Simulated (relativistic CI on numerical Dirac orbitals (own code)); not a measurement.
# Hyperfine structure of Sn XIII, mass number 119

Computed by Dirac-Coulomb-Breit CI, separate exchange-only KLI orbitals for each configuration, QED by a radiative potential, unscaled Slater integrals (own radial code, finite nucleus).

Configuration list (outside the closed core [Ar] 3d10): 4s2 4p6 4d2, 4s2 4p5 4d3, 4s2 4p6 4d 4f, 4s2 4p6 4d 5s, 4s 4p6 4d3, 4s2 4p5 4d2 4f, 4s2 4p6 4d 5p, 4s2 4p6 4f 5s, 4s 4p6 4d2 4f, 4s2 4p6 4d 5d, 4s2 4p6 5s 5p, 4s2 4p6 4f2, 4s2 4p5 4f3, 4s2 4p6 5s2, 4s2 4p5 4f 5s2, 4s2 4p6 4f 5p, 4s2 4p5 4f2 5p. Double excitations out of closed p, d and f shells are left out; levels of such configurations are missing from the list, as are those of other unlisted configurations, and high levels can miss mixing partners. These lack a partner that the ground configuration has and come out too high: 4s 4p6 4d2 4f.

Nuclear spin I = 1/2, μ = -1.0459 μN (tables of Stone and Pyykkö). The electronic factors are computed for point nuclear moments, without core polarisation or the Bohr-Weisskopf and QED corrections.

```
            Level  E (cm⁻¹)  A (MHz)
 4s2 4p6 4d2 3F_2         0    -7162
 4s2 4p6 4d2 3F_3      9461    -4302
 4s2 4p6 4d2 3F_4     18276    -3495
 4s2 4p6 4d2 3P_1     29428   -22.67
 4s2 4p6 4d2 3P_2     40821    -3046
 4s2 4p6 4d2 1G_4     41482    -4199
4s2 4p5 4d3 5D°_2    532062    -9770
4s2 4p5 4d3 5D°_1    533686   -13050
```

Levels with J = 0, under 50 % of one LS term, or S terms without an open s electron are left out. Small factors come from cancelling terms and can be off by tens of per cent or more.

At this charge energies of transitions that change n are usually good to better than 1 %, and those within a shell (Δn = 0) to a few per cent. Terms inside the open d or f shell come out 10 to 20 % too wide with unscaled integrals.

(1) Give the hyperfine levels of 4s2 4p6 4d2 3F_2 relative to its centre of gravity.

## Answers

(1) With K = F(F + 1) − I(I + 1) − J(J + 1), E = AK/2: F = 3/2: 10740, F = 5/2: -7162 MHz.

LS names give the leading component of a level, which can be under half, so a name can repeat, a term be missing and a line seem to break the LS rules.
